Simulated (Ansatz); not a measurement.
Br$_{3}$FGe, SMILES `[F][Ge]([Br])([Br])[Br]`, relaxed with RKS PBE-D4/def2-SVP in Ansatz 0.2.0 from a rough embedded geometry. The force threshold is 0.03 eV/Å; the program also tests the step.

Charge 0, multiplicity 1.

Start:

```xyz
5

F     1.123   -0.679   -1.392
Ge    0.083   -0.037   -0.066
Br    1.178    1.670    1.105
Br   -0.496   -1.729    1.371
Br   -1.888    0.774   -1.019
```

(1) How much energy does the relaxation release, and in how many steps? (Estimate.)

(2) Which bonds change most? (An estimate is asked.)

(3) Give the relaxed structure. (Estimate.)

## Answers

(1) The calculation gave: 2.15 kcal/mol, in 3 steps.

(2) Computed: F1–Ge2 from 1.804 to 1.744 Å; Ge2–Br3 from 2.341 to 2.294 Å; Ge2–Br5 from 2.334 to 2.295 Å; Ge2–Br4 from 2.294 to 2.295 Å.

(3) Ansatz gave: 
```xyz
5

F     1.079   -0.640   -1.305
Ge    0.039   -0.024   -0.048
Br    1.186    1.637    1.044
Br   -0.450   -1.768    1.361
Br   -1.854    0.795   -1.052
```
